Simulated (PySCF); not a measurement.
Compound: (HAlAsH)3 ring, Al3As3H6.
Z-matrix (Å and degrees, PBE0-D3(BJ)/def2-SVP geometry), rows numbered from 1:
```
Al
H   1  1.5845
As  1  2.4695  2  121.06
Al  3  2.4085  1   86.41  2  -178.26
H   4  1.5853  3  126.85  1   108.96
As  4  2.5021  3  117.51  1   -72.78
Al  6  2.3823  4   73.56  3    66.45
H   7  1.7014  6  113.63  4   -82.50
As  7  2.3657  6  135.34  4    47.03
H   3  1.5315  1   91.43  2   -87.24
H   6  1.5321  4   90.83  3   -19.80
H   9  1.5310  1  102.75  2   146.68
```

Level of theory: PySCF, TDDFT CAM-B3LYP/def2-SVPD, vertical, gas phase, core orbitals frozen in the response. The CAM-B3LYP/def2-SVPD calculation is non-relativistic and has no spin–orbit coupling, an omission that weighs most on arsenic.

| state | E (eV) | λ (nm) | f | \|μ\| (D) | main configurations (H = HOMO, L = LUMO) |
| --- | --- | --- | --- | --- | --- |
| S1 | 3.13 | 396.6 | 0.013 | 1.07 | H→L (90%) |
| S2 | 3.45 | 359.7 | 0.0036 | 0.53 | H-2→L (49%), H-1→L (38%) |
| S3 | 3.65 | 339.6 | 0.0080 | 0.76 | H-1→L (50%), H-2→L (41%) |
| S4 | 4.28 | 289.4 | 0.021 | 1.13 | H-3→L (57%), H→L+1 (32%) |
| S5 | 4.37 | 283.9 | 0.033 | 1.41 | H→L+1 (59%), H-3→L (28%) |
| S6 | 4.65 | 266.7 | 0.0058 | 0.57 | H-4→L (50%), H-5→L (34%) |
| S7 | 4.67 | 265.6 | 0.018 | 1.00 | H→L+2 (61%), H-2→L+1 (14%) |
| S8 | 4.80 | 258.1 | 0.031 | 1.30 | H-1→L+1 (53%), H→L+2 (14%), H-2→L+1 (10%) |
| S9 | 4.94 | 251.2 | 0.020 | 1.04 | H-4→L (31%), H-5→L (31%), H-2→L+1 (9%) |
| S10 | 5.05 | 245.5 | 0.022 | 1.07 | H-2→L+1 (35%), H-1→L+1 (21%), H-3→L+1 (8%) |
| S11 | 5.30 | 234.0 | 0.0023 | 0.34 | H→L+3 (47%), H-2→L+2 (24%) |
| S12 | 5.33 | 232.5 | 0.065 | 1.80 | H-2→L+2 (37%), H→L+3 (34%), H-3→L+1 (8%) |
| S13 | 5.37 | 231.0 | 0.045 | 1.48 | H-3→L+1 (55%) |
| S14 | 5.40 | 229.5 | 0.107 | 2.29 | H-1→L+2 (62%), H-2→L+2 (8%) |
| S15 | 5.64 | 219.9 | 0.0034 | 0.40 | H→L+4 (30%), H-2→L+3 (23%) |

Triplets (Tamm–Dancoff): T1 2.69 eV, H→L (83%), H-2→L (11%); T2 3.14 eV, H-2→L (69%), H-1→L (13%), H→L (9%); T3 3.31 eV, H-1→L (70%), H-2→L (11%), H-3→L (9%); T4 3.84 eV, H-3→L (31%), H-4→L (30%), H→L+1 (21%).

The lowest singlet lies at 3.13 eV (397 nm, visible) and is weak; its leading configuration is HOMO→LUMO (90%). The most intense listed level is S14 at 5.40 eV (229 nm, f = 0.107), 2.28 eV above S1. Löwdin shares by element: HOMO arsenic 68% or more, aluminium 16% or more (atoms not listed hold the other 15%); LUMO aluminium 53% or more, arsenic 24% or more (atoms not listed hold the other 23%). The listed states span 2.51 eV, and the widest gap between neighbours is 0.63 eV (S3 to S4). Of the 15 states listed, 10 reach f = 0.01 and none stays under 0.0005. Weighted by f, the mean energy of these states is 4.98 eV. S1 lies in the visible range (380 to 750 nm), at 397 nm, f = 0.013; light of that wavelength is violet, and its complementary colour is yellow-green; a Tamm–Dancoff triplet lies at 461 nm, without intensity as long as spin–orbit coupling is left out. All these states lie below the vertical ionisation energy of 8.26 eV (ΔSCF). Singlets were solved by full linear response, triplets in the Tamm–Dancoff approximation.

One conformer stands for the species.
